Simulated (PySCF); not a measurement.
Series CXY, Y = chloro, computed as singlets and as triplets. Isolated molecules, 0 K electronic values unless said otherwise. One relaxed conformer stands for each flexible species; it need not be the lowest. Strings in code marks are SMILES.

Calculation: PySCF with PBE0-D3(BJ)/def2-TZVP. 

| species | highest occupied spin orbital (eV) | dipole moment (D) |
|---|---|---|
| X = chloro, multiplicity 3 (`Cl[C]Cl` (excited triplet)) | -6.13 | 0.35 |
| X = silyl, multiplicity 3 (`[SiH3][C]Cl` (lower triplet)) | -6.50 | 0.47 |
| X = boryl, multiplicity 1 (`B[C]Cl` (lower singlet)) | – | 1.72 |
| X = boryl, multiplicity 3 (`B[C]Cl` (excited triplet)) | -7.08 | – |
| X = ethynyl, multiplicity 3 (`C#C[C]Cl` (triplet; the order of the spin states depends on the level)) | -6.25 | 0.82 |
| X = H, multiplicity 3 (`[CH]Cl` (triplet; the order of the spin states depends on the level)) | -6.41 | 0.78 |
